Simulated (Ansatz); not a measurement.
Reaction (atomization): `CCC1=C[SiH2]1` → 4 C• + 8 H• + Si•

Calculated with Ansatz (gas phase, PBE0-D4/def2-TZVP geometries, no zero-point term in ΔE). CCSD(T)/CBS adds triple-zeta CCSD(T) − MP2 to the extrapolated MP2 energy (def2 sets, frozen cores). This one scheme is used for every species, atoms too. Functionals use def2-TZVPP. B3LYP here is the variant with VWN-RPA as its local correlation; programs differ in this. Open shells (•) are unrestricted, without spin–orbit coupling. Spin–orbit coupling would lower the free atoms: a little for C, Si. One conformer a species, not always the lowest.

```json
{"level": "ωB97X-V", "ΔE (kcal/mol)": "1212.4"}
{"level": "PBE0", "ΔE (kcal/mol)": "1213.1"}
{"level": "B3LYP", "ΔE (kcal/mol)": "1199.5"}
{"level": "CCSD(T)/def2-TZVPP", "ΔE (kcal/mol)": "1180.1"}
{"level": "HF/def2-QZVPP", "ΔE (kcal/mol)": "906.0"}
{"level": "MP2/def2-QZVPP", "ΔE (kcal/mol)": "1211.9"}
{"level": "HF/CBS(def2)", "ΔE (kcal/mol)": "906.2"}
{"level": "CCSD/CBS(def2)", "ΔE (kcal/mol)": "1191.1"}
```

What does CCSD(T)/CBS give? (Best estimate.)

Ansatz gave: +1208.0 kcal/mol. The listed levels differ from it by 4.4, 5.1, -8.5, -27.9, -302.0, 3.9, -301.8, -16.9 kcal/mol.

Largest T1 diagnostic among the species: 0.012.

The D4 term adds +10.0 kcal/mol with B3LYP and +5.3 kcal/mol with PBE0; it sums over pairs of atoms, weighted by their polarisabilities, and B3LYP, whose exchange is more repulsive, gets the larger term. From PBE to PBE0 (25 % exact exchange), in def2-TZVPP and without D4, ΔE moves by −14.0 kcal/mol: exact exchange takes away binding that semilocal exchange gives to molecules. In def2-TZVPP, CCSD(T) changes the Hartree–Fock value by +275.5 kcal/mol (the triples alone add +16.9 kcal/mol) and MP2 by +290.8 kcal/mol; breaking electron pairs costs correlation energy, which Hartree–Fock lacks.

For atomizations the MP2-based limit and the directly extrapolated one differ by several kJ/mol either way, and by 10 to 25 for some Ge, Se and Sn compounds, so smaller differences from it don't rank the levels.
